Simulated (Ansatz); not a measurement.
`C[CH2][Cd][Cl]` + `CO[SiH3]` → `[CH3][Cd][Cl]` + `CCO[SiH3]` at 600 K and 1 bar (redistribution).

Computed with Ansatz on PBE0-D4/def2-TZVP structures; ΔE is electronic, products minus reactants. CCSD(T)/CBS adds triple-zeta CCSD(T) − MP2 to the extrapolated MP2 energy (def2 sets, frozen cores). Elements past krypton have def2 core potentials. For Cd outer-core shells are correlated without core-valence functions, which leaves a few kJ/mol of doubt a bond. One conformer a species, not always the lowest.

```csv
species,CCSD(T)/CBS energy (Eh),H − E (kJ/mol),S (J/(mol·K))
`C[CH2][Cd][Cl]`,-706.64948,224.3,418.0
`CO[SiH3]`,-405.93001,222.4,366.2
`[CH3][Cd][Cl]`,-667.39508,136.0,355.5
`CCO[SiH3]`,-445.19614,309.5,418.6
```

H − E and S are ideal-gas, rigid-rotor, harmonic terms from PBE0-D4/def2-TZVP, for one conformer and one mirror image of each species. 1 Eh = 2625.50 kJ/mol, R = 8.31446 J/(mol·K).

By hand: ΔE, ΔH, ΔS and ΔG.

ΔE = (-667.39508) + (-445.19614) − (-706.64948) − (-405.93001) = -0.01173 Eh = -30.8 kJ/mol. Δ(H − E) = 136.0 + 309.5 − 224.3 − 222.4 = -1.2, so ΔH = -32.0 kJ/mol. ΔS = 355.5 + 418.6 − 418.0 − 366.2 = -10.1 J/(mol·K). ΔG = -32.0 − 600 × (-10.1)/1000 = -25.9 kJ/mol.

By hand: the equilibrium constant, and the temperature at which ΔG would vanish if ΔH and ΔS stayed fixed.

log₁₀ K = −ΔG/(RT ln 10) = 2.3. ΔG = 0 at ΔH/ΔS = 3168 K, far beyond where these terms or the molecules hold.

The number of gas molecules stays the same, so ΔS is small and ΔH decides. A doubt of 5 kJ/mol in ΔE shifts log₁₀ K by 0.4 here. Other conformers and mirror images would add mixing entropy, several J/(mol·K) or more a flexible species. Modes under 60 cm⁻¹, often nearly free rotors, make the harmonic entropy too high. These are equilibria of isolated gas molecules and say nothing of rates. Largest T1 diagnostic: 0.012 (customary marks: 0.02 for closed shells, 0.045 for open ones).
